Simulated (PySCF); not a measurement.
Stepwise substitution at one centre (Sn CH3-OCH3). Gas-phase values, no solvent. One relaxed conformer stands for each flexible species; it need not be the lowest. Strings in code marks are SMILES.

All values below come from PBE-D3(BJ)/def2-TZVP // r2SCAN-D4/def2-SVP in PySCF. All candidates: neutral, multiplicity 1. Excitations are Tamm–Dancoff values on a coarser integration grid. The basis has no diffuse functions, so Rydberg states are missing or too high.

- LUMO: -1.08 eV
- HOMO–LUMO gap: 4.65 eV
- T1 excitation (TDA): 4.53 eV

Task: Say which member has these values.
(A) `C[O][Sn]([CH3])([CH3])[O]C` (C–O–Sn–O torsion 59°, O–Sn–O–C torsion 58°)
(B) `C[O][Sn]([O]C)([O]C)[O]C`
(C) `C[O][Sn]([CH3])([O]C)[O]C`

Result: A, `C[O][Sn]([CH3])([CH3])[O]C` (C–O–Sn–O torsion 59°, O–Sn–O–C torsion 58°). The others give `C[O][Sn]([CH3])([O]C)[O]C`: -1.85 eV, 4.13 eV, 3.98 eV; `C[O][Sn]([O]C)([O]C)[O]C`: -2.73 eV, 3.61 eV, 3.46 eV
